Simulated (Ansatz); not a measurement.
From B to Ga: the HOMO–LUMO gap

One atom is swapped for its congeners: B(CH2)(CH3)F; Al(CH2)(CH3)F; Ga(CH2)(CH3)F. All are doublets with charge 0.

Shapes, held fixed at every level: PBE0-D4/def2-TZVP. Flexible molecules stand in one conformer, not always the lowest. Programs: Ansatz 0.2.0. Values in eV.

(1) How should the HOMO–LUMO gap change along the series?

## Answers

(1) At wB97M-V/def2-TZVPP the HOMO–LUMO gap isn't monotonic: it is largest for B and smallest for Al (8.50 and 8.33 eV). 1 of 6 levels show this order throughout; 1 agree on the largest and the smallest. Open shells run unrestricted unless RO is named. Relativity is left out for Ga unless named. Orbital gaps aren't excitation energies, and the LUMO depends on the basis.

```csv
level,B(CH2)(CH3)F,Al(CH2)(CH3)F,Ga(CH2)(CH3)F
r2SCAN-D4/def2-TZVPP,2.97,3.08,3.07
B3LYP-D4/def2-TZVPP,3.71,3.74,3.73
BHLYP-D4/def2-TZVPP,6.73,6.62,6.61
r2SCAN0-D4/def2-TZVPP,5.25,5.27,5.26
wB97X-V/def2-TZVPP,8.84,8.76,8.75
wB97M-V/def2-TZVPP,8.50,8.33,8.34
```
